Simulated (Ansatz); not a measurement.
**Molecular dynamics of BClH5NOSi**

Input:

```yaml
crystal:
  periodic: [false, false, false]
  atoms:
    - { symbol: "N", position_ang: [-1.440749, -0.794071, -0.805432] }
    - { symbol: Si, position_ang: [-0.070805, -0.676236, 0.559183] }
    - { symbol: Cl, position_ang: [1.599568, -1.461626, -0.557404] }
    - { symbol: B, position_ang: [0.602742, 1.252389, 0.850929] }
    - { symbol: O, position_ang: [1.907452, 1.549796, 0.625185] }
    - { symbol: H, position_ang: [-1.205686, -0.957468, -1.793573] }
    - { symbol: H, position_ang: [-2.265342, -0.194069, -0.693575] }
    - { symbol: H, position_ang: [-1.340601, -1.689458, 0.290766] }
    - { symbol: H, position_ang: [-0.091033, 2.150063, 1.268642] }
    - { symbol: H, position_ang: [2.387553, 0.76948, 0.257979] }
basis:
  gaussian: { orbitals: "6-31G*" }
hamiltonian:
  xc: pbe
md:
  timestep: 0.5
  n_steps: 200
  ensemble: nve
  temperature: 300.0
  initial_velocities: maxwell_boltzmann
  seed: 4635
```

Command:

```bash
$ ansatz run input.yaml --threads 2 --pin off --max-ram 3072MiB --backend cpu --events-out ev --progress --plain --runs-dir out
```

It starts at the highest image of a converged band. Of that band: Neighbouring images differ by up to 1.2 eV, so the band resolves the path poorly. A vibrational analysis at the climbing image gives one clearly imaginary mode, 1398i cm⁻¹: a first-order saddle point.

Output, in part (one step line in 3, the closing report, with atoms numbered from 0):

```
md step     0: t =     0.00 fs  T =   300.0 K  F+E_penalty+E_count = -24679.66307175 eV  E_kin = 0.310224 eV  conserved = -24679.35284775 eV  (30 SCF iters)
md step     3: t =     1.50 fs  T =   252.9 K  F+E_penalty+E_count = -24679.61338793 eV  E_kin = 0.261476 eV  conserved = -24679.35191194 eV  (32 SCF iters)
md step     6: t =     3.00 fs  T =   201.3 K  F+E_penalty+E_count = -24679.55956011 eV  E_kin = 0.208194 eV  conserved = -24679.35136572 eV  (32 SCF iters)
md step     9: t =     4.50 fs  T =   211.0 K  F+E_penalty+E_count = -24679.57022876 eV  E_kin = 0.218170 eV  conserved = -24679.35205829 eV  (32 SCF iters)
md step    12: t =     6.00 fs  T =   213.1 K  F+E_penalty+E_count = -24679.57232253 eV  E_kin = 0.220322 eV  conserved = -24679.35200087 eV  (32 SCF iters)
md step    15: t =     7.50 fs  T =   235.4 K  F+E_penalty+E_count = -24679.59409464 eV  E_kin = 0.243462 eV  conserved = -24679.35063219 eV  (32 SCF iters)
md step    18: t =     9.00 fs  T =   412.5 K  F+E_penalty+E_count = -24679.77813364 eV  E_kin = 0.426589 eV  conserved = -24679.35154507 eV  (31 SCF iters)
md step    21: t =    10.50 fs  T =   677.4 K  F+E_penalty+E_count = -24680.05184870 eV  E_kin = 0.700440 eV  conserved = -24679.35140905 eV  (30 SCF iters)
md step    24: t =    12.00 fs  T =  1040.8 K  F+E_penalty+E_count = -24680.42726601 eV  E_kin = 1.076310 eV  conserved = -24679.35095638 eV  (29 SCF iters)
md step    27: t =    13.50 fs  T =  1557.8 K  F+E_penalty+E_count = -24680.96347965 eV  E_kin = 1.610856 eV  conserved = -24679.35262349 eV  (30 SCF iters)
md step    30: t =    15.00 fs  T =  2057.0 K  F+E_penalty+E_count = -24681.48198153 eV  E_kin = 2.127092 eV  conserved = -24679.35488989 eV  (31 SCF iters)
md step    33: t =    16.50 fs  T =  2307.1 K  F+E_penalty+E_count = -24681.74015766 eV  E_kin = 2.385697 eV  conserved = -24679.35446032 eV  (31 SCF iters)
md step    36: t =    18.00 fs  T =  2345.0 K  F+E_penalty+E_count = -24681.77903820 eV  E_kin = 2.424932 eV  conserved = -24679.35410621 eV  (31 SCF iters)
md step    39: t =    19.50 fs  T =  2214.6 K  F+E_penalty+E_count = -24681.64448281 eV  E_kin = 2.290117 eV  conserved = -24679.35436559 eV  (30 SCF iters)
md step    42: t =    21.00 fs  T =  1903.8 K  F+E_penalty+E_count = -24681.32156126 eV  E_kin = 1.968658 eV  conserved = -24679.35290328 eV  (31 SCF iters)
md step    45: t =    22.50 fs  T =  1568.6 K  F+E_penalty+E_count = -24680.97403455 eV  E_kin = 1.622027 eV  conserved = -24679.35200759 eV  (31 SCF iters)
md step    48: t =    24.00 fs  T =  1310.7 K  F+E_penalty+E_count = -24680.70796777 eV  E_kin = 1.355364 eV  conserved = -24679.35260424 eV  (31 SCF iters)
md step    51: t =    25.50 fs  T =  1068.9 K  F+E_penalty+E_count = -24680.45785319 eV  E_kin = 1.105332 eV  conserved = -24679.35252142 eV  (31 SCF iters)
md step    54: t =    27.00 fs  T =   863.9 K  F+E_penalty+E_count = -24680.24466667 eV  E_kin = 0.893291 eV  conserved = -24679.35137602 eV  (31 SCF iters)
md step    57: t =    28.50 fs  T =   797.8 K  F+E_penalty+E_count = -24680.17746401 eV  E_kin = 0.824971 eV  conserved = -24679.35249259 eV  (31 SCF iters)
md step    60: t =    30.00 fs  T =   767.1 K  F+E_penalty+E_count = -24680.14616721 eV  E_kin = 0.793293 eV  conserved = -24679.35287462 eV  (31 SCF iters)
md step    63: t =    31.50 fs  T =   713.3 K  F+E_penalty+E_count = -24680.09073425 eV  E_kin = 0.737595 eV  conserved = -24679.35313919 eV  (31 SCF iters)
md step    66: t =    33.00 fs  T =   641.8 K  F+E_penalty+E_count = -24680.01627567 eV  E_kin = 0.663656 eV  conserved = -24679.35261931 eV  (32 SCF iters)
md step    69: t =    34.50 fs  T =   700.7 K  F+E_penalty+E_count = -24680.07457695 eV  E_kin = 0.724598 eV  conserved = -24679.34997916 eV  (32 SCF iters)
md step    72: t =    36.00 fs  T =  1151.7 K  F+E_penalty+E_count = -24680.54388249 eV  E_kin = 1.190993 eV  conserved = -24679.35288956 eV  (31 SCF iters)
md step    75: t =    37.50 fs  T =  1680.8 K  F+E_penalty+E_count = -24681.09458937 eV  E_kin = 1.738123 eV  conserved = -24679.35646645 eV  (31 SCF iters)
md step    78: t =    39.00 fs  T =  1838.7 K  F+E_penalty+E_count = -24681.25716289 eV  E_kin = 1.901413 eV  conserved = -24679.35574994 eV  (31 SCF iters)
md step    81: t =    40.50 fs  T =  1649.8 K  F+E_penalty+E_count = -24681.05931969 eV  E_kin = 1.705980 eV  conserved = -24679.35333967 eV  (31 SCF iters)
md step    84: t =    42.00 fs  T =  1385.6 K  F+E_penalty+E_count = -24680.78492044 eV  E_kin = 1.432856 eV  conserved = -24679.35206431 eV  (31 SCF iters)
md step    87: t =    43.50 fs  T =  1206.9 K  F+E_penalty+E_count = -24680.60028627 eV  E_kin = 1.248003 eV  conserved = -24679.35228309 eV  (32 SCF iters)
md step    90: t =    45.00 fs  T =  1104.5 K  F+E_penalty+E_count = -24680.49423100 eV  E_kin = 1.142193 eV  conserved = -24679.35203820 eV  (32 SCF iters)
md step    93: t =    46.50 fs  T =  1115.1 K  F+E_penalty+E_count = -24680.50440032 eV  E_kin = 1.153112 eV  conserved = -24679.35128852 eV  (31 SCF iters)
md step    96: t =    48.00 fs  T =  1307.9 K  F+E_penalty+E_count = -24680.70474649 eV  E_kin = 1.352458 eV  conserved = -24679.35228844 eV  (32 SCF iters)
md step    99: t =    49.50 fs  T =  1579.2 K  F+E_penalty+E_count = -24680.98647803 eV  E_kin = 1.632982 eV  conserved = -24679.35349614 eV  (32 SCF iters)
md step   102: t =    51.00 fs  T =  1772.6 K  F+E_penalty+E_count = -24681.18840895 eV  E_kin = 1.832976 eV  conserved = -24679.35543292 eV  (30 SCF iters)
md step   105: t =    52.50 fs  T =  1677.1 K  F+E_penalty+E_count = -24681.09096110 eV  E_kin = 1.734240 eV  conserved = -24679.35672142 eV  (30 SCF iters)
md step   108: t =    54.00 fs  T =  1259.9 K  F+E_penalty+E_count = -24680.65449864 eV  E_kin = 1.302874 eV  conserved = -24679.35162418 eV  (31 SCF iters)
md step   111: t =    55.50 fs  T =  1096.5 K  F+E_penalty+E_count = -24680.48435846 eV  E_kin = 1.133868 eV  conserved = -24679.35049018 eV  (31 SCF iters)
md step   114: t =    57.00 fs  T =  1329.5 K  F+E_penalty+E_count = -24680.72929138 eV  E_kin = 1.374804 eV  conserved = -24679.35448704 eV  (31 SCF iters)
md step   117: t =    58.50 fs  T =  1496.6 K  F+E_penalty+E_count = -24680.90208112 eV  E_kin = 1.547571 eV  conserved = -24679.35450972 eV  (31 SCF iters)
md step   120: t =    60.00 fs  T =  1502.9 K  F+E_penalty+E_count = -24680.90723279 eV  E_kin = 1.554131 eV  conserved = -24679.35310217 eV  (31 SCF iters)
md step   123: t =    61.50 fs  T =  1494.7 K  F+E_penalty+E_count = -24680.89805779 eV  E_kin = 1.545673 eV  conserved = -24679.35238489 eV  (31 SCF iters)
md step   126: t =    63.00 fs  T =  1553.7 K  F+E_penalty+E_count = -24680.95939726 eV  E_kin = 1.606605 eV  conserved = -24679.35279189 eV  (31 SCF iters)
md step   129: t =    64.50 fs  T =  1633.8 K  F+E_penalty+E_count = -24681.04224112 eV  E_kin = 1.689482 eV  conserved = -24679.35275961 eV  (30 SCF iters)
md step   132: t =    66.00 fs  T =  1731.7 K  F+E_penalty+E_count = -24681.14306707 eV  E_kin = 1.790680 eV  conserved = -24679.35238701 eV  (31 SCF iters)
md step   135: t =    67.50 fs  T =  1870.7 K  F+E_penalty+E_count = -24681.28802001 eV  E_kin = 1.934456 eV  conserved = -24679.35356383 eV  (31 SCF iters)
md step   138: t =    69.00 fs  T =  1929.3 K  F+E_penalty+E_count = -24681.34937665 eV  E_kin = 1.995083 eV  conserved = -24679.35429377 eV  (29 SCF iters)
md step   141: t =    70.50 fs  T =  1826.9 K  F+E_penalty+E_count = -24681.24296317 eV  E_kin = 1.889141 eV  conserved = -24679.35382208 eV  (30 SCF iters)
md step   144: t =    72.00 fs  T =  1617.4 K  F+E_penalty+E_count = -24681.02551065 eV  E_kin = 1.672554 eV  conserved = -24679.35295618 eV  (30 SCF iters)
md step   147: t =    73.50 fs  T =  1400.1 K  F+E_penalty+E_count = -24680.79963190 eV  E_kin = 1.447843 eV  conserved = -24679.35178860 eV  (30 SCF iters)
md step   150: t =    75.00 fs  T =  1289.1 K  F+E_penalty+E_count = -24680.68441000 eV  E_kin = 1.333003 eV  conserved = -24679.35140718 eV  (30 SCF iters)
md step   153: t =    76.50 fs  T =  1312.0 K  F+E_penalty+E_count = -24680.70932760 eV  E_kin = 1.356760 eV  conserved = -24679.35256762 eV  (31 SCF iters)
md step   156: t =    78.00 fs  T =  1341.2 K  F+E_penalty+E_count = -24680.74026651 eV  E_kin = 1.386863 eV  conserved = -24679.35340379 eV  (31 SCF iters)
md step   159: t =    79.50 fs  T =  1301.4 K  F+E_penalty+E_count = -24680.69810959 eV  E_kin = 1.345728 eV  conserved = -24679.35238153 eV  (31 SCF iters)
md step   162: t =    81.00 fs  T =  1312.6 K  F+E_penalty+E_count = -24680.70930291 eV  E_kin = 1.357370 eV  conserved = -24679.35193263 eV  (31 SCF iters)
md step   165: t =    82.50 fs  T =  1431.2 K  F+E_penalty+E_count = -24680.83263677 eV  E_kin = 1.479953 eV  conserved = -24679.35268351 eV  (31 SCF iters)
md step   168: t =    84.00 fs  T =  1563.6 K  F+E_penalty+E_count = -24680.96960702 eV  E_kin = 1.616905 eV  conserved = -24679.35270185 eV  (31 SCF iters)
md step   171: t =    85.50 fs  T =  1683.0 K  F+E_penalty+E_count = -24681.09257071 eV  E_kin = 1.740404 eV  conserved = -24679.35216634 eV  (31 SCF iters)
md step   174: t =    87.00 fs  T =  1811.8 K  F+E_penalty+E_count = -24681.22713991 eV  E_kin = 1.873580 eV  conserved = -24679.35355963 eV  (31 SCF iters)
md step   177: t =    88.50 fs  T =  1827.4 K  F+E_penalty+E_count = -24681.24311197 eV  E_kin = 1.889630 eV  conserved = -24679.35348155 eV  (31 SCF iters)
md step   180: t =    90.00 fs  T =  1749.8 K  F+E_penalty+E_count = -24681.16177125 eV  E_kin = 1.809420 eV  conserved = -24679.35235142 eV  (31 SCF iters)
md step   183: t =    91.50 fs  T =  1711.3 K  F+E_penalty+E_count = -24681.12234792 eV  E_kin = 1.769586 eV  conserved = -24679.35276219 eV  (31 SCF iters)
md step   186: t =    93.00 fs  T =  1673.0 K  F+E_penalty+E_count = -24681.08383657 eV  E_kin = 1.730043 eV  conserved = -24679.35379359 eV  (31 SCF iters)
md step   189: t =    94.50 fs  T =  1515.8 K  F+E_penalty+E_count = -24680.92065149 eV  E_kin = 1.567445 eV  conserved = -24679.35320680 eV  (30 SCF iters)
md step   192: t =    96.00 fs  T =  1297.1 K  F+E_penalty+E_count = -24680.69323048 eV  E_kin = 1.341280 eV  conserved = -24679.35195076 eV  (30 SCF iters)
md step   195: t =    97.50 fs  T =  1152.5 K  F+E_penalty+E_count = -24680.54411205 eV  E_kin = 1.191785 eV  conserved = -24679.35232692 eV  (30 SCF iters)
md step   198: t =    99.00 fs  T =  1077.0 K  F+E_penalty+E_count = -24680.46587938 eV  E_kin = 1.113679 eV  conserved = -24679.35220056 eV  (29 SCF iters)
md step   200: t =   100.00 fs  T =  1073.0 K  F+E_penalty+E_count = -24680.46155181 eV  E_kin = 1.109613 eV  conserved = -24679.35193870 eV  (29 SCF iters)
Total energy: -24680.46158403 eV, -906.9902341954 hartree
Atom 0 at    -1.643098    -0.797918    -0.671423 Å, force     1.871045     1.251377    -1.266216 eV/Å
Atom 1 at    -0.079227    -0.621267     0.369797 Å, force    -1.976100    -0.304889    -0.229750 eV/Å
Atom 2 at     1.630292    -1.578203    -0.535496 Å, force    -0.470445     0.018733     0.079834 eV/Å
Atom 3 at     0.683726     1.279985     0.755571 Å, force    -4.035844    -0.508493     2.323982 eV/Å
Atom 4 at     1.931080     1.659351     0.805618 Å, force     2.256816     0.699795    -2.069786 eV/Å
Atom 5 at    -2.079950     0.120567    -1.039564 Å, force     1.066734    -1.306649     0.312238 eV/Å
Atom 6 at    -0.973655    -1.145511    -1.438340 Å, force    -1.715823     0.241396    -0.254267 eV/Å
Atom 7 at    -0.915127    -1.595619     1.274771 Å, force     1.721782     0.563109     0.547600 eV/Å
Atom 8 at    -0.150375     2.010484     1.366168 Å, force     0.625730    -0.424205    -0.488725 eV/Å
Atom 9 at     2.326432     1.275579    -0.029948 Å, force     0.656106    -0.230175     1.045091 eV/Å
Dipole moment:     0.131621     0.433096    -0.267357 e Å
```

The run went to its last step. The conserved energy stayed within 0.39 meV per atom of its start (net change 0.091 meV per atom), so the integration is sound. The system heated up, since it started high on the potential surface and ran downhill. A run of 0.1 ps of so small a system gives no equilibrium averages. The orbitals stay closed-shell, which can raise the energy where a bond breaks towards radicals; this wasn't checked here.

The step under study would form N1–H8 and break Si2–H8. These pairs go: N1–H8 1.42 → 2.23 Å, Si2–H8 1.65 → 1.57 Å. In the last frame they stand as before the step (other bonds may differ from the relaxed reactants and products). These pairs come and go: their bonding changes 6 times, last at 67 of 100 fs, so the outcome isn't settled. It ends as one piece, BClH5NOSi. Pairs count as bonded within 1.25 times the sum of covalent radii (0.12 Å more for H–H).

Last frame:

```xyz
10
Properties=species:S:1:pos:R:3
N -1.643 -0.798 -0.671
Si -0.079 -0.621 0.370
Cl 1.630 -1.578 -0.535
B 0.684 1.280 0.756
O 1.931 1.659 0.806
H -2.080 0.121 -1.040
H -0.974 -1.145 -1.438
H -0.915 -1.596 1.275
H -0.150 2.010 1.366
H 2.326 1.276 -0.030
```

The run took 6.1 min on 2 threads of Arm Neoverse V1, with other jobs on the host, peak memory 0.13 GiB.
